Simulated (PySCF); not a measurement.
C6H6F3P.
Bonds: C1–C2 (double), C2–P3, P3–C4, C4–C5 (triple), C5–C6, P3–C7, C7–F8, C7–F9, C7–F10. Hydrogens: H11, H12 on C1; H13 on C2; H14, H15, H16 on C6.

The same species was optimised twice, with GFN2-xTB and with PBE0-D3(BJ)/def2-SVP (PySCF), and the same property calculations (PySCF, gas phase) were run on both structures.

| coordinate | GFN2-xTB | PBE0-D3(BJ)/def2-SVP | change |
| --- | --- | --- | --- |
| C7–F8 (Å) | 1.342 | 1.330 | -0.012 |
| C4≡C5 (Å) | 1.206 | 1.218 | +0.012 |
| C1=C2 (Å) | 1.322 | 1.334 | +0.012 |
| C5–C6 (Å) | 1.441 | 1.450 | +0.009 |
| C7–F9 (Å) | 1.340 | 1.332 | -0.008 |
| C7–F10 (Å) | 1.343 | 1.339 | -0.004 |
| C2–P3 (Å) | 1.822 | 1.820 | -0.002 |
| P3–C4 (Å) | 1.756 | 1.758 | +0.002 |
| P3–C7 (Å) | 1.898 | 1.896 | -0.002 |
| C4–P3–C7 (°) | 94.6 | 98.8 | +4.2 |
| C2–P3–C7 (°) | 93.8 | 97.3 | +3.5 |
| P3–C7–F10 (°) | 110.7 | 108.4 | -2.3 |
| C4–C5–C6 (°) | 177.1 | 179.3 | +2.2 |
| C2–P3–C4 (°) | 101.2 | 102.8 | +1.6 |
| C1–C2–P3 (°) | 124.4 | 126.0 | +1.6 |
| P3–C7–F9 (°) | 111.4 | 110.2 | -1.2 |
| F9–C7–F10 (°) | 106.9 | 108.1 | +1.2 |
| C1–C2–P3–C4 (°) | -25 | -16 | +9 |
| C2–P3–C7–F8 (°) | 52 | 54 | +2 |

Rotational constants: A = 1450, B = 868.9, C = 659.0 MHz (GFN2-xTB) against A = 1464, B = 825.8, C = 631.8 MHz (PBE0-D3(BJ)/def2-SVP). Point groups within 0.08 Å: C1 and C1.

On the GFN2-xTB structure: HOMO (eV) -7.17 [PBE0/pcSseg-1]; LUMO (eV) -0.62 [PBE0/pcSseg-1]; dipole (D) 3.25 [PBE0/pcSseg-1]; GIAO shielding of C1 (ppm) 50.5 [PBE0/pcSseg-1]; GIAO shielding of C2 (ppm) 48.4 [PBE0/pcSseg-1]; GIAO shielding of P3 (ppm) 353.1 [PBE0/pcSseg-1]; GIAO shielding of C4 (ppm) 111.8 [PBE0/pcSseg-1]; GIAO shielding of C5 (ppm) 67.9 [PBE0/pcSseg-1]; GIAO shielding of C6 (ppm) 180.7 [PBE0/pcSseg-1]; GIAO shielding of C7 (ppm) 46.6 [PBE0/pcSseg-1]; GIAO shielding of F8/F9/F10 (mean) (ppm) 239.9 [PBE0/pcSseg-1].

Question: What do these properties become on the PBE0-D3(BJ)/def2-SVP structure?

Answer: 
```tsv
property	level	on GFN2-xTB	on PBE0-D3(BJ)/def2-SVP	change
HOMO (eV)	PBE0/pcSseg-1	-7.17	-7.02	+0.15
LUMO (eV)	PBE0/pcSseg-1	-0.62	-0.73	-0.11
dipole (D)	PBE0/pcSseg-1	3.25	3.27	+0.02
energy, GFN2-xTB geometry as zero (kcal/mol)	PBE0/pcSseg-1	0.0	-1.2	-1.2
GIAO shielding of C1 (ppm)	PBE0/pcSseg-1	50.5	47.7	-2.8
GIAO shielding of C2 (ppm)	PBE0/pcSseg-1	48.4	48.5	+0.1
GIAO shielding of P3 (ppm)	PBE0/pcSseg-1	353.1	347.8	-5.3
GIAO shielding of C4 (ppm)	PBE0/pcSseg-1	111.8	112.2	+0.4
GIAO shielding of C5 (ppm)	PBE0/pcSseg-1	67.9	64.8	-3.1
GIAO shielding of C6 (ppm)	PBE0/pcSseg-1	180.7	178.2	-2.5
GIAO shielding of C7 (ppm)	PBE0/pcSseg-1	46.6	49.4	+2.8
GIAO shielding of F8/F9/F10 (mean) (ppm)	PBE0/pcSseg-1	239.9	244.1	+4.2
```

The heavy atoms differ by 0.092 Å rms after alignment. Among bonds between heavy atoms C1=C2, C4≡C5 and C7–F8 change most and about equally (-0.012 to +0.012 Å). Changes are differences of the printed values. Neither structure is proved a minimum here.

The values belong to the conformer `[CH2:1]=[CH:2][P:3]([C:4]#[C:5][CH3:6])[C:7]([F:8])([F:9])[F:10]`: C1–C2–P3–C4 -16°, C2–P3–C7–F8 54°.
